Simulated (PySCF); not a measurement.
TDDFT excited states: C6H6S

Species: C₆H₆S.
SMILES: `C=Cc1ccsc1`

Level of theory: TDDFT CAM-B3LYP/def2-SVPD, vertical, gas phase, core orbitals frozen in the response (PySCF 2.14.0, density-fitted response routines). One conformer (not necessarily the lowest) at the PBE0-D3(BJ)/def2-SVP geometry, without solvent, vibrations or thermal averaging. Torsions of this conformer, `[CH2:1]=[CH:2][c:3]1[cH:4][cH:5][s:6][cH:7]1`: C1–C2–C3–C4 0°.

```tsv
state	E (eV)	λ (nm)	f	|μ| (D)	symmetry	main configurations (H = HOMO, L = LUMO)
S1	5.34	232.3	0.316	3.95	A′	H→L (76%), H→L+1 (10%)
S2	5.49	225.7	0.084	2.01	A′	H→L+1 (46%), H-1→L (34%), H→L (15%)
S3	5.88	210.8	0.238	3.27	A′	H-1→L (54%), H→L+1 (41%)
S4	6.04	205.2	0.0005	0.15	–	H→L+2 (78%)
S5	6.41	193.4	0.0072	0.55	A″	H→L+3 (46%), H-1→L+2 (20%), H→L+4 (19%)
S6	6.45	192.1	0.014	0.74	A″	H-1→L+2 (57%), H→L+3 (16%), H-1→L+9 (8%)
S7	6.66	186.2	0.315	3.53	A′	H-1→L+1 (89%)
S8	6.81	182.1	0.0039	0.39	A″	H→L+4 (35%), H→L+3 (28%), H→L+5 (19%)
S9	6.94	178.7	0.0067	0.50	A″	H→L+5 (45%), H→L+4 (22%), H-1→L+3 (20%)
S10	7.01	176.8	0.0000	0.03	–	H-1→L+3 (60%), H→L+5 (16%), H-1→L+6 (8%)
```

Triplets, Tamm–Dancoff:

| state | E (eV) | λ (nm) | main configurations (H = HOMO, L = LUMO) |
| --- | --- | --- | --- |
| T1 | 3.26 | 380.3 | H→L (85%) |
| T2 | 4.10 | 302.8 | H-1→L (36%), H-1→L+1 (27%), H→L+1 (24%) |
| T3 | 4.53 | 273.8 | H→L+1 (46%), H-1→L+1 (20%), H-2→L (14%) |
| T4 | 5.21 | 238.0 | H-1→L (43%), H-1→L+1 (35%) |

The lowest singlet lies at 5.34 eV (232 nm, ultraviolet) and is strong; its leading configuration is HOMO→LUMO (76%). The largest oscillator strength of a single state is 0.316. Löwdin shares by element: HOMO carbon 53% or more, sulfur 16% (atoms not listed hold the other 32%); LUMO carbon 54% or more, sulfur 16% (atoms not listed hold the other 30%). The oscillator strengths of these states sum to 0.985; summed over the whole spectrum of an exact calculation they would give the number of electrons, 58 (Thomas–Reiche–Kuhn). Of the 10 states listed, 5 reach f = 0.01 and 1 stays under 0.0005. Weighted by f, the mean energy of these states is 5.95 eV. The vertical ionisation energy (ΔSCF) is 8.34 eV, 1.32 eV above S10. Symmetry labels in Cs follow from the direction of the transition dipole and are given only for states with f of 0.002 or more. Singlets were solved by full linear response, triplets in the Tamm–Dancoff approximation.

On one thread, Arm Neoverse V2, no GPU, on a shared host, this took 1.9 min of wall time.
